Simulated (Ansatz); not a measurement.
```yaml
crystal:
  periodic: [false, false, false]
  atoms:
    - {symbol: O, position_ang: [0.141277, 1.542923, -0.612543]}
    - {symbol: C, position_ang: [-0.385984, 0.492382, 0.110254]}
    - {symbol: Si, position_ang: [0.614149, -1.052949, 0.280936]}
    - {symbol: S, position_ang: [-1.123235, -0.947188, -0.872641]}
    - {symbol: H, position_ang: [-0.578060, 2.051703, -1.000510]}
    - {symbol: H, position_ang: [-1.082024, 0.782949, 0.896279]}
    - {symbol: H, position_ang: [1.923433, -1.104344, -0.402519]}
    - {symbol: H, position_ang: [0.582443, -1.822676, 1.545045]}
basis:
  gaussian: {orbitals: cc-pVTZ-PP, point_charges: [{charge: -1.00, position_ang: [6.253, -0.806, 0.492]}]}
hamiltonian: {xc: {name: PBE0-DH}}
```

```sh
$ ansatz run in.yaml --threads 2 --pin off --events-out ev --progress --plain --max-ram 4352MiB
```

Output, abridged:

```
Functional definition: PBE0-DH
Error: <dir> the basis set cc-pVTZ-PP has no functions for O
```

In this input the basis set is misnamed or doesn't suit the job. The program refused the input.
